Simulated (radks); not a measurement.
Values are calculated unless marked as measured or tabulated.
Problem. Radial electron density D(r) = 4 pi r^2 rho(r) of an atom or ion with 33 electrons. Level of theory: Dirac Kohn-Sham, PBE, spin-unpolarised, spherical densities, finite nucleus; Fermi nuclear charge, rms radius of each element as measured or else 0.836 A^(1/3) + 0.57 fm (a radial shooting solver on a logarithmic mesh with Libxc functionals).

```
   r/bohr * D(r) (the largest magnitude, 46.2, reaches the edge; | marks zero)
 0.006008 |         *
 0.007949 |              *
  0.01043 |                     *
  0.01381 |                             *
  0.01812 |                                      *
  0.02379 |                                             *
  0.03147 |                                                *
  0.04131 |                                             *
  0.05466 |                                        *
  0.07174 |                                       *
  0.09492 |                                             *
   0.1246 |                                                      *
   0.1649 |                                                      *
   0.2164 |                                         *
    0.284 |                             *
   0.3758 |                               *
   0.4933 |                                    *
   0.6527 |                             *
   0.8567 |               *
    1.134 |      *
    1.488 |   *
    1.969 |  *
    2.584 | *
    3.392 |*
    4.488 *
     5.89 *
    7.794 *
```

What is the nuclear charge?

Solution. Z = 33. The innermost maximum, from 1s, lies near gamma/Z bohr with gamma = sqrt(1 - (Z/c)^2) = 0.971, here 0.0294 bohr (found: 0.0320), and its height grows with Z. The density is that of neutral arsenic in [Ar] 3d10 4s2 4p3; the configuration itself is not fixed sharply by these data, and Z only to about a unit. D(r) has 3 maxima, at r = 0.0320, 0.143, 0.493 bohr, and minima at 0.0673, 0.310 bohr, inside which lie 2.10, 10.96 electrons.
